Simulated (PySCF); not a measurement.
Spectrum to structure. The calculation used TDDFT wB97X-D/def2-SVPD, vertical, gas phase, core orbitals frozen in the response in PySCF 2.14.0, density-fitted response routines. Geometries: GFN2-xTB, one conformer each.

```tsv
state	E (eV)	f
S1	6.00	0.0011
S2	6.23	0.025
S3	6.28	0.0060
S4	6.89	0.079
S5	7.29	0.0047
S6	7.40	0.612
S7	7.55	0.014
S8	7.58	0.058
```

Question: Which structure fits? All have the formula C6H9ClSi.
A. `CC#C[C@H]1C[Si@H](Cl)C1`
B. `C=CCC#C[SiH2]CCl`
C. `C1(/C([C@@H]([SiH2]1)Cl)=C\C)=C`

Answer: B. Its S1 lies at 6.00 eV; the nearest of the others has S1 at 6.53 eV. S1 is HOMO-1→LUMO (46%), HOMO-2→LUMO (16%). Löwdin shares by element: HOMO carbon 52% or more, chlorine 19% (atoms not listed hold the other 29%); LUMO carbon 39% or more, silicon 14% (atoms not listed hold the other 47%). At the same level the other candidates give, for their lowest levels:
- `C=C1[SiH2][C@@H](Cl)/C1=C/C`: 4.85 eV (f 0.186); 5.31 eV (f 0.004); 5.94 eV (f 0.024); 6.05 eV (f 0.005); 6.11 eV (f 0.010); T1 2.92 eV; HOMO -8.48, LUMO 0.15 eV
- `CC#C[C@H]1C[Si@H](Cl)C1`: 6.53 eV (f 0.001); 6.72 eV (f 0.002); 6.74 eV (f 0.005); 6.98 eV (f 0.040 summed over 2 states); 7.24 eV (f 0.000); T1 5.57 eV; HOMO -9.04, LUMO 2.00 eV

Conformer computed: `[CH2:1]=[CH:2][CH2:3][C:4]#[C:5][SiH2:6][CH2:7][Cl:8]`: C1–C2–C3–C4 122°, C5–Si6–C7–Cl8 180°.
Triplets come from the Tamm–Dancoff approximation.
